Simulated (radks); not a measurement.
Problem. The ytterbium ion Yb11+ is in [Kr] 4d10 4f9 5s2 5p2. All-electron calculation, scalar-relativistic Kohn-Sham, PBE, spin-polarised, spherical densities, finite nucleus; Fermi nuclear charge, rms radius of each element as measured or else 0.836 A^(1/3) + 0.57 fm. Program: a radial shooting solver on a logarithmic mesh with Libxc functionals. Open shells are filled with parallel spins first. One electron is removed from 4d, 4f, 5s, 5p in turn, with full relaxation. Which removal costs least, and what does each cost?

Solution. 5p 216.25 eV; 4f 231.78 eV; 5s 248.33 eV; 4d 413.83 eV. The 5p electron leaves first.
